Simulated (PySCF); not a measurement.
FIn (SMILES [F][In]), singlet, geometry from GFN2-xTB (such geometries of metal compounds can be far from the true shape) (all electrons, no relativity); PBE/3-21G (PySCF).

The PySCF input:
```python
from pyscf import gto, scf, dft

mol = gto.Mole()
mol.atom = '''
    In   -0.000000   -0.000000   -0.314215
    F     0.000000    0.000000    1.710724
'''
mol.basis = '3-21g'
mol.charge = 0
mol.spin = 0
mol.verbose = 4
mol.build()

mf = dft.RKS(mol)
mf.xc = 'pbe'
mf.init_guess = 'vsap'
mf.kernel()
mf.analyze()
```

It wrote (shortened):

```
PySCF version 2.14.0

[INPUT] verbose = 4
[INPUT] num. atoms = 2
[INPUT] num. electrons = 58
[INPUT] charge = 0
[INPUT] spin (= nelec alpha-beta = 2S) = 0
[INPUT] symmetry False subgroup None
[INPUT] Mole.unit = angstrom
[INPUT] Symbol           X                Y                Z      unit          X                Y                Z       unit  Magmom
[INPUT]  1 In     0.000000000000   0.000000000000  -0.314215000000 AA    0.000000000000   0.000000000000  -0.593780294230 Bohr   0.0
[INPUT]  2 F      0.000000000000   0.000000000000   1.710724000000 AA    0.000000000000   0.000000000000   3.232799834720 Bohr   0.0

nuclear repulsion = 115.246508668024
number of shells = 18
number of NR pGTOs = 96
number of NR cGTOs = 40
basis = 3-21g
ecp = {}

******** <class 'pyscf.dft.rks.RKS'> ********
method = RKS
initial guess = vsap
damping factor = 0
level_shift factor = 0
DIIS = <class 'pyscf.scf.diis.CDIIS'>
diis_start_cycle = 1
diis_space = 8
diis_damp = 0
SCF conv_tol = 1e-09
SCF conv_tol_grad = None
SCF max_cycles = 50
direct_scf = True
direct_scf_tol = 1e-13
XC library pyscf.dft.libxc version 7.1.2
    S. Lehtola, C. Steigemann, M. J. T. Oliveira, and M. A. L. Marques,  SoftwareX 7, 1–5 (2018)
XC functionals = pbe
    J. P. Perdew, K. Burke, and M. Ernzerhof,  Phys. Rev. Lett. 77, 3865 (1996)
    J. P. Perdew, K. Burke, and M. Ernzerhof,  Phys. Rev. Lett. 78, 1396 (1997)
    J. P. Perdew, K. Burke, and M. Ernzerhof,  Phys. Rev. Lett. 77, 3865 (1996)
    J. P. Perdew, K. Burke, and M. Ernzerhof,  Phys. Rev. Lett. 78, 1396 (1997)
radial grids:
    Treutler-Ahlrichs [JCP 102, 346 (1995); DOI:10.1063/1.469408] (M4) radial grids

becke partition: Becke, JCP 88, 2547 (1988); DOI:10.1063/1.454033
pruning grids: <function nwchem_prune>
grids dens level: 3
symmetrized grids: False
atomic radii adjust function: <function treutler_atomic_radii_adjust>
small_rho_cutoff = 0
Set gradient conv threshold to 3.16228e-05
tot grids = 36136
  HOMO = -0.276723402225429  LUMO = -0.103316721926864  gap/eV = 4.71864
init E= -5815.75182684318
  HOMO = -0.0284027939512752  LUMO = 0.0887279774308234  gap/eV = 3.18729
cycle= 1 E= -5808.13994358508  delta_E= 7.61  |g|= 4.02  |ddm|=  3.7
  HOMO = -0.367770905046617  LUMO = -0.344281530880272  gap/eV = 0.63918
cycle= 2 E= -5778.67424057577  delta_E= 29.5  |g|= 9.72  |ddm|= 9.08
  HOMO = -0.428558283545679  LUMO = -0.134770204916779  gap/eV = 7.99438
cycle= 3 E= -5813.29293634694  delta_E= -34.6  |g|= 4.07  |ddm|= 8.05
  HOMO = -0.215264055618008  LUMO = -0.0373902565921436  gap/eV = 4.84019
cycle= 4 E= -5815.15231920277  delta_E= -1.86  |g|= 1.92  |ddm|= 1.83
  HOMO = -0.271414087681607  LUMO = -0.10944678460235  gap/eV = 4.40735
cycle= 5 E= -5815.90535810501  delta_E= -0.753  |g|= 0.231  |ddm|= 2.07
  HOMO = -0.204677668485  LUMO = -0.0675106655865625  gap/eV = 3.73250
cycle= 6 E= -5815.91327125553  delta_E= -0.00791  |g|= 0.124  |ddm|= 0.63
  HOMO = -0.208458012121039  LUMO = -0.0683698039831291  gap/eV = 3.81199
cycle= 7 E= -5815.9193263539  delta_E= -0.00606  |g|= 0.0375  |ddm|= 0.181
  HOMO = -0.21041020660161  LUMO = -0.0710735529901164  gap/eV = 3.79154
cycle= 8 E= -5815.91953482266  delta_E= -0.000208  |g|= 0.0189  |ddm|= 0.0246
  HOMO = -0.20906261530852  LUMO = -0.0702229312499763  gap/eV = 3.77802
cycle= 9 E= -5815.91962792639  delta_E= -9.31e-05  |g|= 0.00141  |ddm|= 0.0208
  HOMO = -0.2092533840118  LUMO = -0.070353777560341  gap/eV = 3.77965
cycle= 10 E= -5815.91962842651  delta_E= -5e-07  |g|= 0.000141  |ddm|= 0.0016
  HOMO = -0.209247438661112  LUMO = -0.0703529525199397  gap/eV = 3.77951
cycle= 11 E= -5815.91962843103  delta_E= -4.52e-09  |g|= 8.18e-07  |ddm|= 0.000113
  HOMO = -0.209247360497938  LUMO = -0.0703528829121499  gap/eV = 3.77951
cycle= 12 E= -5815.91962843102  delta_E= 2.73e-12  |g|= 1.46e-07  |ddm|= 1.05e-06
  HOMO = -0.209247341459591  LUMO = -0.070352882731985  gap/eV = 3.77951
Extra cycle  E= -5815.91962843103  delta_E= -2.73e-12  |g|= 5.36e-07  |ddm|= 4.98e-07
converged SCF energy = -5815.91962843103
**** SCF Summaries ****
Total Energy =                       -5815.919628431025558
Nuclear Repulsion Energy =             115.246508668024092
One-electron Energy =                -8265.869934857793851
Two-electron Energy =                 2334.703797758743804
Two-electron Coulomb Energy =         2500.786364021124882
DFT Exchange-Correlation Energy =     -166.082566262380908
HOMO-LUMO gap [eV] =                     3.779510732475850
**** MO energy ****
MO #1   energy= -978.640992519341  occ= 2
MO #2   energy= -143.478226120691  occ= 2
MO #3   energy= -133.524810855563  occ= 2
MO #4   energy= -133.524810855563  occ= 2
MO #5   energy= -133.524278148721  occ= 2
MO #6   energy= -27.1511781398417  occ= 2
MO #7   energy= -24.0354560484135  occ= 2
MO #8   energy= -23.0121292739218  occ= 2
MO #9   energy= -23.0121292739218  occ= 2
MO #10  energy= -23.0091954309291  occ= 2
MO #11  energy= -15.9720203680749  occ= 2
MO #12  energy= -15.9720203156338  occ= 2
MO #13  energy= -15.9704547049255  occ= 2
MO #14  energy= -15.9701090569499  occ= 2
MO #15  energy= -15.9701090569498  occ= 2
MO #16  energy= -4.05421763612635  occ= 2
MO #17  energy= -2.71725503928062  occ= 2
MO #18  energy= -2.71725503928057  occ= 2
MO #19  energy= -2.70850800380768  occ= 2
MO #20  energy= -0.948384230516716 occ= 2
MO #21  energy= -0.714071910295603 occ= 2
MO #22  energy= -0.714071820794772 occ= 2
MO #23  energy= -0.707082123033769 occ= 2
MO #24  energy= -0.707082123033727 occ= 2
MO #25  energy= -0.701372595177014 occ= 2
MO #26  energy= -0.314547614100444 occ= 2
MO #27  energy= -0.24357372173438  occ= 2
MO #28  energy= -0.243573721734375 occ= 2
MO #29  energy= -0.209247341459591 occ= 2
MO #30  energy= -0.070352882731985 occ= 0
MO #31  energy= -0.0703528827319797 occ= 0
MO #32  energy= 0.00376481994028399 occ= 0
MO #33  energy= 0.132519424331599  occ= 0
MO #34  energy= 0.179265750410789  occ= 0
MO #35  energy= 0.179265750410824  occ= 0
MO #36  energy= 0.242064136915108  occ= 0
MO #37  energy= 1.81496474860862   occ= 0
 ** Mulliken pop on meta-lowdin orthogonal AOs  **
 ** Mulliken pop  **
pop of  0 In 1s           2.00000
pop of  0 In 2s           1.99998
pop of  0 In 3s           1.99984
pop of  0 In 4s           1.99941
pop of  0 In 5s           1.91551
pop of  0 In 6s           0.02473
pop of  0 In 2px          1.99999
pop of  0 In 2py          1.99999
pop of  0 In 2pz          1.99999
pop of  0 In 3px          1.99986
pop of  0 In 3py          1.99986
pop of  0 In 3pz          1.99988
pop of  0 In 4px          1.99939
pop of  0 In 4py          1.99939
pop of  0 In 4pz          1.99958
pop of  0 In 5px          0.17341
pop of  0 In 5py          0.17341
pop of  0 In 5pz          0.34915
pop of  0 In 6px          0.00055
pop of  0 In 6py          0.00055
pop of  0 In 6pz          0.02820
pop of  0 In 3dxy         2.00000
pop of  0 In 3dyz         2.00000
pop of  0 In 3dz^2        1.99991
pop of  0 In 3dxz         2.00000
pop of  0 In 3dx2-y2      2.00000
pop of  0 In 4dxy         2.00000
pop of  0 In 4dyz         1.99989
pop of  0 In 4dz^2        1.99771
pop of  0 In 4dxz         1.99989
pop of  0 In 4dx2-y2      2.00000
pop of  1 F 1s            1.99982
pop of  1 F 2s            1.89500
pop of  1 F 3s            0.00276
pop of  1 F 2px           1.82686
pop of  1 F 2py           1.82686
pop of  1 F 2pz           1.78792
pop of  1 F 3px           0.00006
pop of  1 F 3py           0.00006
pop of  1 F 3pz           0.00061
 ** Mulliken atomic charges  **
charge of    0In =      0.33994
charge of    1F =     -0.33994
Dipole moment(X, Y, Z, Debye):  0.00000,  0.00000, -1.41471
```
